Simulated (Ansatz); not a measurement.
Saddle point of BH₂OF₃, closed shell (BHOF₂ ([OH][B]([F])[F]) + HF → BF₃ ([F][B]([F])[F]) + H₂O (still joined by a long B–O bond); bonds formed: B1–F6, O2–H5; bonds broken: H5–F6; bonds weakened to dative contacts: B1–O2), PBE0-D4/def2-TZVP structure:

```xyz
7
angstrom
B -0.2967 -0.4827 0.0894
O -0.2053 1.0061 0.1209
F -0.6082 -1.0023 -1.1000
F -0.7921 -1.0399 1.1844
H 0.9939 0.5842 0.1894
F 1.3504 -0.4720 0.2376
H -0.4422 1.4066 -0.7217
```

Energies are electronic, without zero-point energy. Barriers and step energies count from the start structure reached by relaxing down the imaginary mode; all methods use the PBE0-D4 structures, on which another method's saddle can fall below an end. Computed with Ansatz 0.2.0 (basis: def2-TZVPP, with def2-QZVPP for the basis limit); correlated methods freeze the cores. B3LYP uses VWN-RPA correlation. Extrapolation: Hartree–Fock as exp(−7.88 √X), correlation as X^−2.97.

| method | barrier (kcal/mol) | step energy (kcal/mol) |
| --- | --- | --- |
| SPW92 | 7.38 | -9.68 |
| PBE-D4 | 16.01 | -5.15 |
| BLYP-D4 | 20.20 | -3.34 |
| r2SCAN-D4 | 16.16 | -7.74 |
| B97M-V | ? | -6.97 |
| PBE0-D4 | 18.21 | -6.09 |
| B3LYP-D4 | 21.24 | -4.51 |
| r2SCAN0-D4 | 18.04 | -7.91 |
| BHLYP-D4 | 23.52 | -5.87 |
| CAM-B3LYP-D4 | ? | -6.07 |
| wB97X-V | 18.65 | -7.01 |
| wB97M-V | 18.23 | -7.29 |
| B2PLYP | 21.06 | -5.09 |
| PBE-QIDH | 19.24 | -6.82 |
| RPA on PBE | ? | -6.46 |
| HF | 32.29 | -4.17 |
| MP2 | 19.46 | -6.02 |
| CCSD | 21.97 | -6.25 |
| CCSD(T) | 20.04 | -6.50 |

**Question.** Fill in the withheld barriers. (To be estimated.)

**Answer.** By the calculation: CAM-B3LYP-D4 19.53; RPA on PBE 19.12; B97M-V 20.42 kcal/mol. Each is the energy of the saddle less that of the start structure, by the same method.

For comparison, the barrier by CCSD(T) at an estimated basis limit (MP2 extrapolated from triple and quadruple zeta, plus CCSD(T) − MP2 in triple zeta) is 21.66 kcal/mol.

No T1 diagnostic of these runs exceeds 0.012.

Steps of this kind, hydrogen fluoride cutting a network bond, underlie vapour etching and the fluorination step of atomic layer etching.

Labels in which every atom is bracketed show which atoms are joined, not bond orders.

For scale, one of the runs: CCSD(T)/def2-TZVPP, 183 basis functions, launched by `ansatz run in.yaml --threads 4 --pin off --events-out ev --progress --plain --max-ram 9574MiB`. Hardware: 4 CPU threads of an Arm Neoverse N1, shared host. Wall time 82 s; peak host memory 2.1 GiB.
